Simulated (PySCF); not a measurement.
Compounds:
1. SMILES C[C@@H]1[SiH2]C[C@H]1C(F)(F)F, C$_{5}$H$_{9}$F$_{3}$Si
2. `C(/C)=C(\[SiH3])C(=O)F`, C$_{4}$H$_{7}$FOSi
3. SMILES C/C=C(/Cl)O[SiH3], C$_{3}$H$_{7}$ClOSi
4. SMILES FC(F)(F)/P=P/c1ccco1, C$_{5}$H$_{3}$F$_{3}$OP$_{2}$
5. SMILES C(=C)Cn1cc(F)cn1, C$_{6}$H$_{7}$FN$_{2}$
6. SMILES Cc1cccc(C(=O)F)c1C, C$_{9}$H$_{9}$FO
7. `Cc1cpc([SiH3])cp1`, C$_{5}$H$_{8}$P$_{2}$Si

All values are calculated (PySCF 2.14.0 with density-fitted response routines): geometry from GFN2-xTB, σ from GIAO-PBE0/pcSseg-1. Gas phase, one conformer, averaged over atoms made equivalent by symmetry, fast rotation or ring inversion, non-relativistic.

Scale: TMS for 1H (31.72 ppm), 13C (186.93 ppm) (reference shieldings calculated alike). Shifts are as computed. Against solution values, carbons near 30 ppm lie about +3 ppm off and those near 130 ppm about +5 ppm; carbons on Cl a further +6 ppm. Of 1211 compounds with measured shifts, 218 miss one by over three times the rms of a fit or turn the order of signals round; such compounds aren't used in these exercises. Carbons bonded to Cl come out too deshielded.

Problem. Which show a 1H signal between 4.5 and 6.5 ppm from a carbon-bound hydrogen?

Solution. 3 (4.89: hydrogen on a β carbon of an enol-ether or enamine type C=C); 5 (6.23, 5.63, 5.44, 4.78: hydrogen on an alkene CH, hydrogen on a terminal =CH2 carbon, hydrogen on an allylic sp3 CH2 bonded to N).

Problem. Which show a 1H signal above 9 ppm from a carbon-bound hydrogen?

Solution. 7 (10.05, 9.71: hydrogen on an aromatic CH).

Problem. Which show a 1H signal between 6.5 and 9 ppm from a carbon-bound hydrogen?

Solution. 2 (7.86: hydrogen on a β carbon of a C=C–C=O unit); 4 (7.80, 7.37, 6.92: hydrogen on an aromatic CH next to the ring oxygen, hydrogen on an aromatic CH); 5 (7.36, 7.28: hydrogen on an aromatic CH next to a ring nitrogen); 6 (8.49, 7.77, 7.54: hydrogen on an aromatic CH).

Problem. Which give exactly 9 13C signals?

Solution. 6 (δ 165.4, 152.4, 143.2, 142.5, 139.2, 131.2, 126.5, 24.2, 21.0).
